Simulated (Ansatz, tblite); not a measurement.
Removing and adding an electron: the cluster Al2S3. Charge 0, multiplicity 1. Geometry: PBE-D4/def2-SVP. Ansatz, gas phase; energy differences of separate SCF runs; the oxidised species was run as a doublet alone; the reduced species was run as a doublet alone.

| atom | x (Å) | y (Å) | z (Å) |
| --- | --- | --- | --- |
| Al1 | -0.624 | 0.199 | 1.496 |
| Al2 | 0.767 | -0.637 | -1.294 |
| S3 | -1.653 | 1.777 | 2.228 |
| S4 | 0.492 | -1.510 | 0.698 |
| S5 | 1.018 | 0.171 | -3.128 |

The xTB rows come from tblite. Correlated methods freeze 25 core orbitals. HOMO above LUMO, or a gap near zero within one spin, warns that the state may not be the lowest or that an electron is smeared out. The structure comes from a short search, and lower isomers may exist.

| level | −HOMO (eV) | vertical IE (eV) | −LUMO (eV) | vertical EA (eV) | HOMO–LUMO gap (eV) | IE − EA (eV) | remarks |
| --- | --- | --- | --- | --- | --- | --- | --- |
| GFN1-xTB | 11.32 | 14.11 | 7.89 | 5.31 | 3.43 | 8.81 | – |
| GFN2-xTB | 10.56 | 13.00 | 8.92 | 6.64 | 1.64 | 6.36 | – |
| HF/def2-TZVPP | – | 8.18 | – | – | – | – | – |
| PBE-D4/def2-TZVP | 6.37 | 8.71 | 3.97 | – | 2.41 | – | gap within one spin near zero (+1 doublet) |
| PBE-D4/def2-TZVPD | 6.41 | – | 4.02 | 1.99 | 2.39 | – | – |
| r2SCAN-D4/def2-TZVP | 6.63 | 8.86 | 3.79 | – | 2.84 | – | gap within one spin near zero (+1 doublet) |
| r2SCAN-D4/def2-TZVPD | 6.64 | – | 3.81 | 1.95 | 2.83 | – | – |
| PBE0-D4/def2-TZVP | 7.44 | 9.03 | 3.27 | – | 4.17 | – | – |
| PBE0-D4/def2-TZVPD | 7.46 | – | 3.32 | 1.95 | 4.14 | – | – |
| MP2/def2-TZVPP | – | 9.47 | – | – | – | – | – |
| CCSD/def2-TZVPP | – | 9.25 | – | – | – | – | – |
| CCSD(T)/def2-TZVPP | – | 9.35 | – | – | – | – | – |

   Raw xTB energy differences between charge states are shifted by several eV; the methods need an empirical correction for them.
